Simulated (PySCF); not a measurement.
C2S3, SMILES `S1c2ssc21`, neutral singlet in the gas phase. 

Cartesian coordinates (Å):
```xyz
5

S      1.8445    -0.0097     0.0642
C      0.2655    -0.7437    -0.3694
S     -1.2059    -0.9616     0.6021
S     -1.1838     1.1234     0.2793
C      0.2797     0.5915    -0.5761
```
Charge 0, spin multiplicity 1.

All levels are single points at this geometry (B3LYP-D3(BJ)/def2-TZVP); Pople sets use spherical d functions. Orbital energies aren't observables, and empty levels follow the basis.

HF/3-21G in PySCF gives gap (eV) = 9.05.

Question: Estimate the gap (eV) from each of these levels: PBE-D3(BJ)/def2-TZVP in PySCF; ωB97X-D3(BJ)/def2-TZVP in PySCF; B3LYP/6-311+G** in PySCF; HF/6-31G* in PySCF; HF/STO-3G in PySCF.

Answer: 
```
level                            gap (eV)
-------------------------------  --------
PBE-D3(BJ)/def2-TZVP in PySCF        1.52
ωB97X-D3(BJ)/def2-TZVP in PySCF      7.71
B3LYP/6-311+G** in PySCF             2.94
HF/6-31G* in PySCF                   9.09
HF/STO-3G in PySCF                   9.85
```
